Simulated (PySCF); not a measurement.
H4O2Si, SMILES O[SiH2]O. Heavy atoms are numbered as in [SiH2:1]([OH:2])[OH:3]. Hydrogens are named by the atom that carries them.

Geometry: r2SCAN-D4/def2-TZVP. Other conformers were not sampled.

Calculation: PBE0/pcSseg-2 (PySCF).

GIAO shieldings, no solvent; atoms alike by connectivity are averaged. δ = σ(ref) − σ: ²⁹Si against TMS (σ = 341.9 ppm); ¹⁷O against H2O (σ = 327.8 ppm); ¹H against TMS (σ = 31.54 ppm), references at their B3LYP-D3(BJ)/def2-TZVP geometries, non-relativistic.

Computed chemical shifts:
```csv
nucleus,atoms,count,δ (ppm)
²⁹Si,Si1 (SiH2),1,-28.7
¹⁷O,O2 (OH),2,65.2
¹H,H on Si1,2,5.06
¹H,H on O2,2,2.16
```
